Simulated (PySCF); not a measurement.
This PySCF input asks for the NMR shieldings of SMILES CCC[S@+]([BH3-])C, C4H13BS; the geometry comes from GFN2-xTB.

```python
import basis_set_exchange as bse
import numpy as np
from pyscf import gto, dft
from pyscf.prop import nmr

atoms = """
B    -2.652231   -0.285420    0.537132
S    -1.227202    0.802827   -0.292262
C    -1.186589    0.081981   -1.962206
C     0.249824   -0.000333    0.430570
C     1.559891    0.559729   -0.099718
C     2.747284   -0.078074    0.613936
H    -2.617365    0.024150    1.681320
H    -3.637079    0.062854   -0.022737
H    -2.334144   -1.411051    0.323699
H    -1.156234   -1.000501   -1.887356
H    -2.103294    0.387368   -2.455705
H    -0.329006    0.463285   -2.506968
H     0.163531    0.177918    1.502250
H     0.165864   -1.071593    0.248700
H     1.574685    1.640502    0.050835
H     1.640024    0.368193   -1.171189
H     2.739994   -1.157338    0.478184
H     3.681165    0.311562    0.216912
H     2.711079    0.133190    1.679893
"""
names = dict.fromkeys(["B", "S", "C", "H"], "pcSseg-1")
basis = {el: gto.basis.parse(bse.get_basis(n, elements=[el], fmt="nwchem")) for el, n in names.items()}
mol = gto.M(atom=atoms, basis=basis, charge=0, verbose=0)
mf = dft.RKS(mol, xc="PBE0")
mf.grids.level = 2
mf.grids.alignment = dft.numint.BLKSIZE   # the property module wants whole blocks of grid points
mf.conv_tol = 1e-9
mf.kernel()

calc = nmr.RKS(mf)   # GIAO
C = mf.mo_coeff
Co = C[:, mf.mo_occ > 0]
resp = mf.gen_response(singlet=True, hermi=2)
def vind(x):   # induced exchange potential for any number of trial vectors
    d = np.einsum("pi,xij,qj->xpq", C, 2 * x.reshape(-1, C.shape[1], Co.shape[1]), Co, optimize=True)
    return np.einsum("xpq,pi,qj->xij", resp(d - d.transpose(0, 2, 1)), C, Co, optimize=True).ravel()
mo1, _ = nmr.rhf.solve_mo1(calc, with_cphf=vind)
sigma = calc.kernel(mo1)
for i, s in enumerate(sigma):   # ppm
    w = np.linalg.eigvalsh((s + s.T) / 2)
    print("%2d %-2s iso %8.1f  s11 %8.1f  s22 %8.1f  s33 %8.1f" % (i, mol.atom_pure_symbol(i), w.mean(), *w))
```

Problem. Give the expected output.

Solution. 
```
 0 B  iso    124.7  s11    106.3  s22    113.2  s33    154.4
 1 S  iso    491.1  s11    393.3  s22    446.2  s33    633.6
 2 C  iso    156.8  s11    132.3  s22    149.8  s33    188.2
 3 C  iso    132.6  s11    101.5  s22    127.5  s33    168.8
 4 C  iso    161.9  s11    145.8  s22    167.1  s33    172.9
 5 C  iso    171.0  s11    160.1  s22    164.5  s33    188.5
 6 H  iso     29.7  s11     26.4  s22     27.3  s33     35.5
 7 H  iso     29.8  s11     26.5  s22     27.3  s33     35.5
 8 H  iso     30.2  s11     27.0  s22     28.0  s33     35.5
 9 H  iso     30.1  s11     26.7  s22     27.7  s33     35.9
10 H  iso     29.5  s11     24.8  s22     26.3  s33     37.2
11 H  iso     29.4  s11     23.9  s22     27.9  s33     36.4
12 H  iso     29.1  s11     23.7  s22     29.8  s33     33.9
13 H  iso     29.7  s11     25.2  s22     30.9  s33     33.0
14 H  iso     30.3  s11     24.8  s22     30.6  s33     35.4
15 H  iso     30.2  s11     24.3  s22     32.1  s33     34.2
16 H  iso     30.8  s11     26.3  s22     29.2  s33     36.9
17 H  iso     30.3  s11     25.5  s22     27.5  s33     38.1
18 H  iso     30.7  s11     26.3  s22     28.8  s33     37.0
```

These numbers come from an equivalent density-fitted implementation of the same equations, which agrees with the script to about 0.01 ppm for H and up to a few tenths of a ppm for heavy atoms, so last digits may differ.

Size and cost of the density-fitted run: 174 basis functions, 22 s wall time on 1 thread of an Arm Neoverse V1, shared host.
